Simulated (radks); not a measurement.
Results of a calculation; reference values are marked as such.
Valence configurations of W2+ (all share [Xe]). Level of theory: scalar-relativistic Kohn-Sham, BLYP, spin-polarised, spherical densities, point nucleus; open shells are filled with parallel spins first (spin-orbit coupling, left out, can overturn this in heavy ions) (a radial shooting solver on a logarithmic mesh with Libxc functionals). Energies are relative to 4f14 5d4; eigenvalues in eV for spin up.

valence           E (eV)  moment (Bohr magnetons)    e(4f)    e(5d)    e(6p)    e(6s)
4f14 5d4           0.000                        4  -49.010  -20.682        -        -
4f14 5d3.5 6s0.5   0.469                        4  -50.561  -21.675        -  -20.560
4f13.5 5d4.5      14.853                        5  -53.824  -21.528        -        -
4f14 5d2 6p2      17.695                        4  -58.320  -26.990  -16.548        -
4f13.5 5d4 6p0.5  19.055                        5  -56.158  -23.168  -14.385        -
4f13 5d5          31.443                        6  -58.760  -22.361        -        -
4f13 5d4 6s1      33.755                        6  -62.105  -24.525        -  -21.783
4f13 5d4 6p1      40.968                        6  -63.556  -25.730  -15.367        -
4f12 5d6          73.146                        6  -69.253  -23.801        -        -
4f12 5d4 6s2      80.060                        6  -76.307  -28.628        -  -23.268

NIST lists [Xe] 4f14 5d4 as the ground configuration; this level of theory agrees among the configurations tried. The energies are those of spherical high-spin densities, not of single terms.
